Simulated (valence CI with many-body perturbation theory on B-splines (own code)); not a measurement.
## Sb II: calculation against measured levels

Computed by configuration interaction combined with many-body perturbation theory (CI+MBPT): four valence electrons over a frozen Dirac-Fock core [Kr] 4d10, radial functions for each j: 11 s, 11 p, 9 d, 7 f, 5 g, 2 h, 1 i, with the one-electron correlation potential Σ1, the two-electron term Σ2, the three-electron term Σ3, Breit, model QED; selected CI, second order for the rest, scaled by the run's own slope (own B-spline code, finite nucleus).

Against 27 measured levels this calculation errs by 122 cm⁻¹ on average and by 285 at most. These come from a selection out of the NIST Handbook of Basic Atomic Spectroscopic Data. Levels without a partner in it may be off by more. Among the levels kept, up to 400 cm⁻¹ of a level comes from second order outside the variational space, and about a tenth of that is noise between levels of different J, which matters for small intervals.

Measured levels: NIST Handbook of Basic Atomic Spectroscopic Data (Sansonetti and Martin, J. Phys. Chem. Ref. Data 34, 1559 (2005)). Pairs share parity and J, and are chosen by configuration, term and nearness in energy; levels without a clear partner are left out. Energies in cm⁻¹ above the measured ground level. The last column is blank where CI alone has no clear partner.

Names give the largest LS component (configuration and term), which can be under half, so a name can repeat, a term be missing and a line seem to break the LS rules; names also repeat where a configuration has a term twice.

| Computed label | Label in the source | Measured | Computed | Difference | CI alone, difference |
| --- | --- | --- | --- | --- | --- |
| 5s²5p² ³P_0 | 5s2 5p2 3P | 0 | 0.0 | 0 | 0 |
| 5s²5p² ³P_1 | 5s2 5p2 3P | 3054.6 | 3059.8 | +5 | -362 |
| 5s²5p² ³P_2 | 5s2 5p2 3P | 5658.2 | 5650.3 | -8 | -502 |
| 5s²5p² ¹D_2 | 5s2 5p2 1D | 12789.8 | 12730.1 | -60 | -721 |
| 5s²5p² ¹S_0 | 5s2 5p2 1S | 23905.5 | 23797.6 | -108 | -837 |
| 5s5p³ ⁵S°_2 | 5s 5p3 5S° | 51722.9 | 51440.3 | -283 | -5919 |
| 5s5p³ ³D°_1 | 5s 5p3 3D° | 66291.6 | 66008.3 | -283 | -5092 |
| 5s5p³ ³D°_2 | 5s 5p3 3D° | 66502.3 | 66217.3 | -285 | -5094 |
| 5s5p³ ³D°_3 | 5s 5p3 3D° | 67887.5 | 67603.6 | -284 | -5247 |
| 5s²5p6s ³P°_0 | 5s2 5p 6s 3P° | 69137.3 | 69284.4 | +147 | -2154 |
| 5s²5p6s ³P°_1 | 5s2 5p 6s 3P° | 69535.7 | 69687.3 | +152 | -2113 |
| 5s²5p5d ¹D°_2 | 5s2 5p 5d 1D° | 72389.7 | 72247.6 | -142 | -4140 |
| 5s²5p6s ³P°_2 | 5s2 5p 6s 3P° | 75274.5 | 75395.0 | +121 |  |
| 5s²5p6s ¹P°_1 | 5s2 5p 6s 1P° | 75898.9 | 75984.2 | +85 |  |
| 5s²5p5d ³F°_2 | 5s2 5p 5d 3F° | 76691.8 | 76583.5 | -108 |  |
| 5s5p³ ³P°_0 | 5s 5p3 3P° | 76857.8 | 76573.0 | -285 | -5054 |
| 5s5p³ ³P°_1 | 5s 5p3 3P° | 77139.4 | 76941.7 | -198 |  |
| 5s²5p5d ³F°_3 | 5s2 5p 5d 3F° | 77726.9 | 77649.2 | -78 | -3692 |
| 5s5p³ ³P°_2 | 5s 5p3 3P° | 78390.9 | 78188.6 | -202 |  |
| 5s²5p5d ³F°_4 | 5s2 5p 5d 3F° | 81083 | 81081.2 | -2 | -3995 |
| 5s²5p6p ³D_1 | 5s2 5p 6p 3D | 83826.4 | 83791.0 | -35 | -2621 |
| 5s²5p5d ³D°_1 | 5s2 5p 5d 3D° | 85094.1 | 85167.5 | +73 | -2173 |
| 5s²5p5d ³D°_2 | 5s2 5p 5d 3D° | 86027.3 | 86095.3 | +68 | -2140 |
| 5s²5p6p ³D_2 | 5s2 5p 6p 3D | 86183.6 | 86156.3 | -27 | -2643 |
| 5s²5p5d ³D°_3 | 5s2 5p 5d 3D° | 88259.7 | 88347.6 | +88 | -2491 |
| 5s²5p5d ¹F°_3 | 5s2 5p 5d 1F° | 91225 | 91340.8 | +116 | -2701 |
| 5s²5p6p ³D_3 | 5s2 5p 6p 3D | 91583.2 | 91542.6 | -41 | -3170 |
| 5s²5p6p ¹D_2 | 5s2 5p 6p 1D | 93853.2 | 93851.4 | -2 | -3078 |

Over 27 excited levels the mean absolute difference is 122 cm⁻¹, the median 108 and the largest 285. For the 22 levels that pair on every rung the mean is CI alone 2997, + Σ1 1636, + Σ2 116, + Σ3 107, + Breit 96, + QED 117. The comparison draws on a selection of the measured levels: 28 of the 80 computed ones have a partner in it, and others may be off by more.
